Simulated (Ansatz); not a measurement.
Steps of a relaxation of C3H7BSSi, SMILES `C#CSB[SiH2]C` with RKS PBE0-D4/def2-TZVP.

```sh
$ ansatz run in.yaml --threads 4 --pin off --events-out ev --progress --plain --max-ram 10444MiB
```

```yaml
crystal:
  periodic: [false, false, false]
  atoms:
    - {symbol: C, position_ang: [-1.240001, 0.083864, 1.617425]}
    - {symbol: C, position_ang: [-1.982915, -0.538600, 0.781897]}
    - {symbol: S, position_ang: [-1.817358, -1.658911, -0.418754]}
    - {symbol: B, position_ang: [-0.288756, -1.153957, 0.825200]}
    - {symbol: Si, position_ang: [1.150741, -0.192677, -0.250134]}
    - {symbol: C, position_ang: [0.433469, 1.166029, -1.364563]}
    - {symbol: H, position_ang: [-1.051206, 0.779685, 2.431343]}
    - {symbol: H, position_ang: [-0.109741, -2.099587, 1.570241]}
    - {symbol: H, position_ang: [1.919959, -1.185819, -1.090505]}
    - {symbol: H, position_ang: [2.156388, 0.424090, 0.696763]}
    - {symbol: H, position_ang: [-0.317627, 0.742558, -2.061187]}
    - {symbol: H, position_ang: [1.232130, 1.648620, -1.962891]}
    - {symbol: H, position_ang: [-0.064784, 1.950104, -0.760035]}
basis:
  gaussian: {orbitals: def2-TZVP}
hamiltonian: {xc: pbe0, dispersion: d4}
relax: {f_tol: 0.005, max_steps: 150}
```

Positions (Å) and forces (eV/Å) along the path, 10 of 11 steps:

```xyz
13
step=1 energy=-22602.5643 eV
C    -1.240    0.084    1.617   -1.006   -0.537   -0.768
C    -1.983   -0.539    0.782    1.165    0.427    0.703
S    -1.817   -1.659   -0.419    0.069    0.562    0.675
B    -0.289   -1.154    0.825    0.129   -0.298    0.071
Si    1.151   -0.193   -0.250    0.068    0.064   -0.110
C     0.433    1.166   -1.365   -0.080    0.127   -0.101
H    -1.051    0.780    2.431   -0.115   -0.406   -0.484
H    -0.110   -2.100    1.570   -0.078    0.370   -0.296
H     1.920   -1.186   -1.091   -0.159    0.208    0.168
H     2.156    0.424    0.697   -0.216   -0.125   -0.183
H    -0.318    0.743   -2.061    0.372    0.213    0.323
H     1.232    1.649   -1.963   -0.384   -0.238    0.288
H    -0.065    1.950   -0.760    0.236   -0.368   -0.286
13
step=2 energy=-22602.6287 eV
C    -1.243    0.082    1.611   -0.285    0.049    0.028
C    -1.972   -0.531    0.789    0.418   -0.151   -0.081
S    -1.807   -1.645   -0.404   -0.033    0.228    0.284
B    -0.279   -1.148    0.825   -0.032   -0.143   -0.096
Si    1.145   -0.196   -0.256   -0.021    0.088   -0.031
C     0.434    1.159   -1.359   -0.015    0.000   -0.005
H    -1.060    0.772    2.414    0.006   -0.103   -0.125
H    -0.102   -2.083    1.559   -0.032    0.131   -0.065
H     1.907   -1.177   -1.092   -0.046    0.044    0.046
H     2.137    0.415    0.686   -0.035   -0.029   -0.049
H    -0.302    0.745   -2.058    0.107    0.059    0.092
H     1.227    1.642   -1.941   -0.102   -0.068    0.082
H    -0.065    1.930   -0.759    0.069   -0.105   -0.079
13
step=4 energy=-22602.6401 eV
C    -1.259    0.086    1.623   -0.088    0.008   -0.014
C    -1.964   -0.541    0.801    0.080   -0.003   -0.005
S    -1.816   -1.660   -0.376   -0.060   -0.011   -0.042
B    -0.284   -1.147    0.811    0.080   -0.067   -0.036
Si    1.139   -0.194   -0.264   -0.063   -0.030    0.031
C     0.438    1.158   -1.361    0.011   -0.035    0.044
H    -1.047    0.775    2.409    0.020    0.053    0.064
H    -0.098   -2.063    1.556    0.006    0.029    0.009
H     1.887   -1.180   -1.098    0.016   -0.003   -0.003
H     2.137    0.408    0.674   -0.007    0.000   -0.015
H    -0.257    0.755   -2.099   -0.032   -0.044   -0.010
H     1.240    1.666   -1.896    0.064    0.056   -0.042
H    -0.095    1.900   -0.765   -0.026    0.046    0.018
13
step=5 energy=-22602.6419 eV
C    -1.268    0.089    1.629   -0.029    0.002   -0.012
C    -1.963   -0.540    0.803    0.092    0.030    0.049
S    -1.822   -1.661   -0.373   -0.043   -0.062   -0.070
B    -0.282   -1.154    0.804   -0.001    0.022   -0.003
Si    1.136   -0.198   -0.268    0.002    0.007    0.039
C     0.441    1.161   -1.361   -0.009   -0.007   -0.006
H    -1.050    0.778    2.415    0.007    0.006    0.016
H    -0.090   -2.059    1.561   -0.014    0.005    0.001
H     1.887   -1.182   -1.102    0.004   -0.003   -0.012
H     2.135    0.404    0.667    0.006   -0.004    0.013
H    -0.246    0.750   -2.103   -0.014    0.002   -0.012
H     1.245    1.677   -1.890    0.005   -0.002   -0.006
H    -0.102    1.899   -0.768   -0.006    0.005    0.003
13
step=6 energy=-22602.6424 eV
C    -1.265    0.090    1.628   -0.036    0.028    0.001
C    -1.955   -0.538    0.799   -0.009    0.019    0.013
S    -1.825   -1.662   -0.377   -0.012    0.007    0.008
B    -0.283   -1.156    0.800    0.047   -0.013    0.018
Si    1.136   -0.196   -0.264    0.019   -0.015   -0.007
C     0.439    1.160   -1.361   -0.005    0.025   -0.012
H    -1.042    0.778    2.416   -0.002   -0.025   -0.021
H    -0.095   -2.057    1.563    0.000   -0.010   -0.013
H     1.889   -1.178   -1.100    0.004    0.007   -0.002
H     2.134    0.402    0.674   -0.004    0.004    0.005
H    -0.249    0.746   -2.101    0.013    0.011    0.012
H     1.243    1.676   -1.892   -0.029   -0.022    0.013
H    -0.106    1.900   -0.770    0.012   -0.016   -0.013
13
step=7 energy=-22602.6420 eV rejected
C    -1.266    0.093    1.634    0.018    0.003    0.023
C    -1.950   -0.530    0.797   -0.012    0.000   -0.016
S    -1.827   -1.649   -0.383    0.017    0.008    0.009
B    -0.276   -1.157    0.804   -0.058    0.059   -0.066
Si    1.142   -0.194   -0.266   -0.012   -0.042    0.049
C     0.438    1.155   -1.365    0.004   -0.006    0.002
H    -1.047    0.763    2.438    0.003   -0.001   -0.018
H    -0.113   -2.065    1.561    0.054   -0.031    0.017
H     1.902   -1.173   -1.100   -0.002    0.011    0.004
H     2.134    0.415    0.673   -0.001   -0.002   -0.006
H    -0.252    0.740   -2.102   -0.006   -0.004    0.001
H     1.239    1.669   -1.901    0.005    0.000   -0.005
H    -0.104    1.898   -0.775   -0.008    0.004    0.005
13
step=8 energy=-22602.6428 eV
C    -1.267    0.093    1.627    0.024    0.021    0.032
C    -1.954   -0.534    0.796   -0.008   -0.007   -0.020
S    -1.825   -1.656   -0.382   -0.008   -0.010   -0.007
B    -0.281   -1.156    0.800   -0.007   -0.010   -0.007
Si    1.140   -0.196   -0.262   -0.004    0.008   -0.005
C     0.437    1.157   -1.359   -0.002   -0.010   -0.013
H    -1.040    0.776    2.417   -0.007   -0.001   -0.001
H    -0.098   -2.062    1.557    0.000   -0.004    0.006
H     1.897   -1.175   -1.098    0.002    0.005    0.002
H     2.133    0.407    0.678    0.001    0.001    0.000
H    -0.258    0.743   -2.093    0.006    0.001    0.011
H     1.237    1.667   -1.900    0.000    0.004    0.000
H    -0.100    1.901   -0.767    0.003    0.000    0.001
13
step=9 energy=-22602.6429 eV
C    -1.265    0.093    1.629   -0.023   -0.026   -0.039
C    -1.952   -0.531    0.794    0.007    0.014    0.029
S    -1.826   -1.653   -0.384    0.000    0.004    0.001
B    -0.281   -1.158    0.798    0.008    0.005   -0.001
Si    1.140   -0.195   -0.262    0.001   -0.008    0.002
C     0.437    1.155   -1.360   -0.002    0.004    0.005
H    -1.040    0.773    2.422    0.006    0.009    0.010
H    -0.101   -2.064    1.556   -0.002   -0.001   -0.003
H     1.902   -1.172   -1.096    0.004    0.001    0.001
H     2.130    0.410    0.680    0.001    0.001    0.001
H    -0.262    0.740   -2.090   -0.003    0.000   -0.002
H     1.235    1.664   -1.905    0.002   -0.001   -0.001
H    -0.097    1.902   -0.768    0.000   -0.001   -0.003
13
step=10 energy=-22602.6429 eV
C    -1.265    0.093    1.629   -0.004   -0.008   -0.008
C    -1.953   -0.531    0.796    0.000    0.005    0.005
S    -1.829   -1.652   -0.383    0.003    0.002    0.002
B    -0.281   -1.158    0.797    0.001   -0.002   -0.001
Si    1.140   -0.195   -0.261    0.002    0.001   -0.003
C     0.437    1.155   -1.360   -0.001    0.000    0.002
H    -1.039    0.772    2.421    0.002    0.003    0.003
H    -0.102   -2.065    1.555    0.001    0.000   -0.002
H     1.905   -1.170   -1.095   -0.002   -0.002    0.001
H     2.130    0.411    0.681   -0.003    0.001    0.003
H    -0.263    0.740   -2.088   -0.001    0.000   -0.001
H     1.235    1.662   -1.906    0.002    0.000   -0.001
H    -0.096    1.903   -0.768    0.000    0.000   -0.001
13
step=11 energy=-22602.6430 eV
C    -1.264    0.091    1.631   -0.001    0.002    0.003
C    -1.953   -0.530    0.797    0.000   -0.004   -0.005
S    -1.830   -1.648   -0.385    0.000    0.002    0.005
B    -0.282   -1.158    0.796    0.003   -0.004   -0.001
Si    1.140   -0.194   -0.261   -0.004    0.004   -0.001
C     0.437    1.155   -1.362    0.002    0.000   -0.001
H    -1.037    0.768    2.426    0.001    0.002    0.001
H    -0.102   -2.066    1.551   -0.001   -0.001   -0.002
H     1.907   -1.169   -1.092    0.001   -0.001    0.000
H     2.126    0.415    0.683    0.000    0.000    0.001
H    -0.263    0.738   -2.089    0.000    0.000   -0.001
H     1.236    1.660   -1.909   -0.001   -0.001    0.000
H    -0.095    1.904   -0.772    0.000    0.000    0.001
```

Run time 65 s (4 threads of a server CPU on a shared host); peak host memory 0.84 GiB.
